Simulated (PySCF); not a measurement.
# How good is the calculation?

Bonds (- single, = double, # triple, : aromatic): C1-C2 1.508 Å, C2=O3 1.212 Å, C2-C4 1.487 Å, C4:C5 1.431 Å, C5:C6 1.368 Å, C6:S7 1.721 Å, S7:C8 1.703 Å, C8:C4 1.378 Å. C1 carries H9, H10, H11; C5 carries H12; C6 carries H13; C8 carries H14.

How the numbers were obtained: NMR shieldings at B3LYP/pcSseg-1/GIAO, structure optimised with PBE0-D3(BJ)/def2-SVP, in PySCF (non-relativistic Hamiltonian, no solvent model, one conformer, equivalent nuclei averaged).

Reference values: estimated from measurements, as parent shift plus tabulated substituent increment (solution, not stated per compound (mostly CDCl3 or CCl4); Pretsch, Buehlmann, Badertscher, Structure Determination of Organic Compounds, 4th ed. (2009)).
| atoms | quantity | reference | computed |
| --- | --- | --- | --- |
| H14 | δ ¹H | 8.05 | 8.15 |
| H12 | δ ¹H | 7.54 | 7.25 |
| H13 | δ ¹H | 7.32 | 7.00 |

Computed shifts are σ(ref) − σ with the named reference compound (TMS for H and C) calculated as an isolated molecule at the same level.

How far are the unscaled ¹H shifts from the references?

Results:

Mean signed difference -0.17 ppm, mean absolute 0.24 ppm over 3 comparisons; the largest is -0.32 ppm at H13 (hydrogen on an aromatic CH next to the ring sulfur).

3 of the 6 published NMR values on file for this molecule are compared.
